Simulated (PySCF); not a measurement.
# Ionisation energy of V by level of theory

V [Ar] 3d3 4s2 (4F) → V⁺ [Ar] 3d4 (5D), as a difference of total energies. Calculation: PySCF 2.14, in x2c-TZVPPall with one added diffuse shell each of s, p, d, f type (7s6p5d3f1g, 80 functions); the spin-free X2C one-electron Hamiltonian (Gaussian nucleus). Correlated levels: valence and next inner shell: [Ne] frozen. The calculations carry no spin-orbit coupling.

Task: Order these methods by the ionisation energy they give, lowest first.
A. CCSD(T) (valence and next inner shell)
B. SCS-MP2 (valence and next inner shell)
C. MP2 (valence and next inner shell)
D. UHF

Result: D (6.168 eV), C (6.347 eV), B (6.795 eV), A (6.815 eV).

Errors of the correlated levels include the incompleteness of this basis and the frozen core.

For comparison: 6.732 eV (measured; NIST levels, between the centres of gravity of the two terms).
